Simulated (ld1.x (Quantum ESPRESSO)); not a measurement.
S: one change to an RRKJ potential, before and after

S, norm-conserving RRKJ (Kleinman–Bylander form), made with ld1.x (Quantum ESPRESSO) 7.5 (PW91, non-relativistic). Core [Ne], reference 3s2 3p4. Waves: 3s (bound): rc 1.40 bohr; 3p (bound): rc 1.40 bohr. Local part: the p channel. Core correction: a·sin(br)/r model core inside 1.30 bohr. rho0 = 0.02.

Change: core correction none.

Cutoffs: the cutoffs (Ry, on a coarse ladder) from which the occupation-weighted sum of valence levels, in a spherical-Bessel basis at the reference potential, stays within 10 and 1 mRy of its value at 400 Ry; they do not see the model core or the augmentation charge, which bear on the density cutoff. Errors are all-electron minus pseudo energies relative to the spin-unpolarised reference configuration.

Problem. How do hardness, ghosts and transferability respond?

Solution. The potential gets neither clearly harder nor softer (55 Ry and 80 Ry → 55 Ry and 80 Ry); of the 7 tests that both files solve, the error grows in 4 and shrinks in 0 by more than 15 % and 0.3 meV (median size 7.0 → 9.0 meV); neither file shows a bound ghost. Exchange and correlation are not linear in the density, so unscreening with the valence charge alone errs where core and valence overlap; a model core restores that term.

| quantity | base | changed |
| --- | --- | --- |
| cutoff, loose | 55 Ry | 55 Ry |
| cutoff, tight | 80 Ry | 80 Ry |
| bound ghosts | none | none |
| error for 3s2 3p3, meV [ΔE 11.83 eV] | +2.8 | +2.7 |
| error for 3s2 3p2, meV [ΔE 34.19 eV] | +18 | +19 |
| error for 3s2 3p1, meV [ΔE 68.32 eV] | +60 | +70 |
| error for 3s1 3p4, meV [ΔE 22.57 eV] | +7.0 | +9.0 |
| error for 3s1 3p5, meV [ΔE 10.18 eV] | +2.2 | +3.2 |
| error for 3s2 3p0, meV [ΔE 115.22 eV] | +150 | +199 |
| error for 3s2 3p3.5, meV [ΔE 4.69 eV] | +0.5 | +0.5 |
| s: phases at 1.54 bohr within 0.05 rad from the reference energy up to (Ry; the scan ends near 5) | to the end of the scan | to the end of the scan |
| p: phases at 1.54 bohr within 0.05 rad from the reference energy up to (Ry; the scan ends near 5) | to the end of the scan | to the end of the scan |
